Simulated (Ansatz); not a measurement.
`[SiH3]N[SiH2]S` + H₂Te → `S[SiH2][TeH]` + `N[SiH3]`  (ligand exchange at the Si–N bond)

Program: Ansatz. Geometries: PBE0-D4/def2-TZVP. ΔE: electronic, gas phase. CCSD(T)/CBS is the MP2 limit (def2-TZVPP, def2-QZVPP) plus CCSD(T) − MP2 in def2-TZVPP, frozen cores. This one scheme is used for every species. Functionals use def2-TZVPP. def2 core potentials past Kr. For Te outer-core shells are correlated without core-valence functions, which leaves a few kJ/mol of doubt a bond. One conformer a species, not always the lowest.

```
             level  ΔE (eV)
            B2PLYP     0.10
SCS-MP2/def2-TZVPP     0.12
```

Q: What does CCSD(T)/CBS give? (Estimate.)

A: Computed: +0.06 eV. The listed levels differ from it by 0.04, 0.06 eV.

Largest T1 diagnostic among the species: 0.011.

In def2-TZVPP, CCSD(T) changes the Hartree–Fock value by −0.03 eV (the triples alone add −0.01 eV) and MP2 by −0.10 eV.
